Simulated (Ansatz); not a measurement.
Isolated molecules relaxed with PBE0-D4/def2-TZVP in Ansatz; ΔE leaves out vibrations. CBS: MP2 limit from def2 TZ/QZ plus the TZ coupled-cluster correction, frozen cores. DFT in def2-TZVPP. B3LYP here is the variant with VWN-RPA as its local correlation; programs differ in this. For Ge outer-core shells are correlated without core-valence functions, which leaves a few kJ/mol of doubt a bond. Scalar relativity is left out up to krypton. Each species was taken in one conformer, which may not be the lowest.

`[SiH3]O[SiH2][SiH3]` + `SC[NH][GeH3]` → `[SiH3][SiH2][NH][GeH3]` + `[SiH3]OCS`  (redistribution)

```
             level  ΔE (kJ/mol)  difference from CCSD(T)/CBS
            PBE-D4         66.1                         -5.3
         r2SCAN-D4         70.0                         -1.4
           PBE0-D4         67.4                         -4.0
          B3LYP-D4         71.1                         -0.3
           ωB97X-V         67.2                         -4.2
           ωB97M-V         67.3                         -4.1
            B2PLYP         68.8                         -2.6
               PBE         63.7                         -7.7
            r2SCAN         69.5                         -1.9
              PBE0         65.3                         -6.1
             B3LYP         67.2                         -4.2
     HF/def2-TZVPP         69.5                         -1.9
    MP2/def2-TZVPP         71.3                         -0.1
SCS-MP2/def2-TZVPP         70.3                         -1.1
   CCSD/def2-TZVPP         68.8                         -2.6
CCSD(T)/def2-TZVPP         68.6                         -2.8
     HF/def2-QZVPP         70.3                         -1.1
    MP2/def2-QZVPP         73.2                          1.8
SCS-MP2/def2-QZVPP         72.1                          0.7
      HF/CBS(def2)         70.4                         -1.0
     MP2/CBS(def2)         74.1                          2.7
    CCSD/CBS(def2)         71.6                          0.2
       CCSD(T)/CBS         71.4                            0
```

Largest T1 diagnostic among the species: 0.012.

The D4 term adds +3.9 kJ/mol with B3LYP and +2.1 kJ/mol with PBE0; it sums over pairs of atoms, weighted by their polarisabilities, and B3LYP, whose exchange is more repulsive, gets the larger term.
